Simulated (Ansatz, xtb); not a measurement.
**Relaxing a trial structure of CH5SiSn**

The starting geometry of this gas-phase doublet was built from a drawn formula by distance geometry and a force field; its bonds are those of `[CH2]1[SiH][SnH2]1`.

```xyz
8

C    -2.5387   -0.9926    0.6140
Si   -1.1402   -0.5235    1.6999
Sn   -0.9444   -2.0084   -0.3812
H    -2.9351   -0.1335   -0.0024
H    -3.2740   -1.6036    1.1244
H    -0.6347    0.7880    1.2802
H    -1.1832   -3.7345   -0.1461
H    -0.6884   -1.2726   -1.9546
```

**Question.** Where would you expect an optimisation with r2SCAN-D4/def2-SVP to take it?

**Answer.** It keeps its bonds, and is `[CH2]1[SiH][SnH2]1`.

The energy falls by 0.44 eV over 8 steps:

| step | E − E(last) (eV) |
| --- | --- |
| 1 | 0.438 |
| 2 | 0.074 |
| 3 | 0.023 |
| 4 | 0.005 |
| 5 | 0.003 |
| 6 | 0.000 |
| 7 | 0.000 |
| 8 | 0.000 |

Final geometry (Å):

| atom | x (Å) | y (Å) | z (Å) |
| --- | --- | --- | --- |
| C | -2.5970 | -0.8857 | 0.7014 |
| Si | -1.0745 | -0.4836 | 1.6882 |
| Sn | -0.8121 | -2.0226 | -0.2948 |
| H | -3.1782 | -0.1200 | 0.1683 |
| H | -3.2270 | -1.7318 | 1.0145 |
| H | -0.6051 | 0.8580 | 1.1682 |
| H | -1.3458 | -3.6481 | -0.3311 |
| H | -0.4988 | -1.4470 | -1.8802 |

From the same start GFN2-xTB ends elsewhere, differing in C1–Sn3 (3.72 against 2.34 Å here).

No frequencies were run, so the end isn't proven a minimum. Open shells are spin-unrestricted. Atoms past krypton carry core potentials, without spin–orbit terms. Run with Ansatz 0.2.0, 31 s on 2 threads of Intel(R) Xeon(R) 6975P-C (Granite Rapids) (shared host).
